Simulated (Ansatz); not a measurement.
```yaml
crystal:
  periodic: [false, false, false]
  atoms:
    - {symbol: C, position_ang: [0.781183, -0.611681, 0.449035]}
    - {symbol: Se, position_ang: [0.884522, 0.612453, -0.098720]}
    - {symbol: Ti, position_ang: [-0.732639, 0.633048, -0.522793]}
    - {symbol: F, position_ang: [-1.191091, 0.464234, 0.435472]}
    - {symbol: F, position_ang: [-0.817063, -0.365162, -1.199187]}
    - {symbol: F, position_ang: [-0.791283, 1.676057, -1.125342]}
    - {symbol: H, position_ang: [1.477126, -0.664215, 0.674784]}
    - {symbol: H, position_ang: [0.248886, -0.487568, 1.104631]}
    - {symbol: H, position_ang: [0.484672, -0.979344, 0.019062]}
basis:
  gaussian: {orbitals: def2-SVP}
hamiltonian: {xc: {name: SPW92}}
accuracy: high
scf: {lower_state_search: light}
output: {forces: true}
```

```sh
$ ansatz run in.yaml --threads 4 --pin off --events-out ev --progress --plain --max-ram 11315MiB
```

Shortened log:

```
Functional definition: SPW92
3035 factors; integrals over basis functions are off by at most 4.4e-9 eV
mean field evaluation 1: about -97354.8352 eV, gradient 1.4e2 eV
mean field evaluation 2: about -97147.7824 eV, gradient 3.4e2 eV
mean field evaluation 4: about -97386.1724 eV, gradient 2.7e1 eV
mean field evaluation 8: about -97387.7647 eV, gradient 5.7e-1 eV
mean field evaluation 16: about -97387.7862 eV, gradient 1.3e-3 eV
mean field -97387.78623258 eV, -3578.9351322351 hartree, gradient 7.6e-8 eV, S^2 0.000000; 0 other end points of the search recorded, 0 dependent functions left out
reference -97387.78623758 eV, -3578.9351324187 hartree; 46, 46 occupied and 88, 88 virtual orbitals, 3035 factors
Total energy: -97387.78623758 eV, -3578.9351324187 hartree
Atom 0 at     0.781183    -0.611681     0.449035 Å, force     2.395099     1.315389    41.129543 eV/Å
Atom 1 at     0.884522     0.612453    -0.098720 Å, force    43.164192    47.051752   -12.090488 eV/Å
Atom 2 at    -0.732639     0.633048    -0.522793 Å, force    38.578969    17.234162   -44.089868 eV/Å
Atom 3 at    -1.191091     0.464234     0.435472 Å, force   -62.354678   -19.590286   119.541269 eV/Å
Atom 4 at    -0.817063    -0.365162    -1.199187 Å, force    -8.429490   -67.094078   -45.954231 eV/Å
Atom 5 at    -0.791283     1.676057    -1.125342 Å, force    -8.368769    71.246539   -40.410190 eV/Å
Atom 6 at     1.477126    -0.664215     0.674784 Å, force    35.041726    -7.100868    12.415721 eV/Å
Atom 7 at     0.248886    -0.487568     1.104631 Å, force    -9.966655    -0.357801    14.131117 eV/Å
Atom 8 at     0.484672    -0.979344     0.019062 Å, force   -30.060393   -42.704809   -44.672873 eV/Å
Dipole moment:    -0.889648    -0.345325     0.207645 e Å
```

In this input the geometry is squeezed to about two thirds of its size. The run converged. The result belongs to that input, not to the molecule as meant.
